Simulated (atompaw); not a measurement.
Reading a pseudo-wave (Mg (Z = 12))

Columns: radius, all-electron u(r) and pseudo u(r) of the 2p shell (level -48.80 eV) of magnesium in the configuration [He] 2s2 2p6 3s1 3p1; LDA (PW92), non-relativistic, PAW (atompaw) scheme, atompaw 4.2.0.5.

```tsv
r (bohr)	all-electron	pseudo
0.115	0.3659	0.1457
0.231	0.8174	0.5015
0.346	1.0697	0.8678
0.462	1.1492	1.0853
0.577	1.1191	1.1142
0.692	1.0322	1.0325
0.808	0.9196	0.9196
0.923	0.8022	0.8022
1.038	0.6891	0.6891
1.154	0.5846	0.5846
1.269	0.4924	0.4924
1.385	0.4113	0.4113
1.500	0.3424	0.3424
1.615	0.2840	0.2840
1.731	0.2343	0.2343
1.846	0.1932	0.1932
1.962	0.1587	0.1587
2.077	0.1303	0.1303
2.192	0.1068	0.1068
2.308	0.0873	0.0873
2.423	0.0714	0.0714
2.538	0.0584	0.0584
2.654	0.0476	0.0476
2.769	0.0388	0.0388
2.885	0.0315	0.0315
3.000	0.0257	0.0257
```

(1) How many radial nodes do the two functions have?

(2) At about which radius was the pseudo-wave matched?

(3) Where does each function peak?

(4) Is the pseudo-wave norm-conserving?

Results:

(1) The all-electron 2p function has n − l − 1 = 0; the pseudo-wave has 0.

(2) 0.75 bohr, where the columns begin to agree (steps of 0.12 bohr).

(3) Outermost all-electron maximum near 0.46 bohr, pseudo maximum near 0.58 bohr (to the table’s step).

(4) No, it belongs to a PAW set: the norm inside the radius is not constrained, and the difference is carried by the augmentation charge.
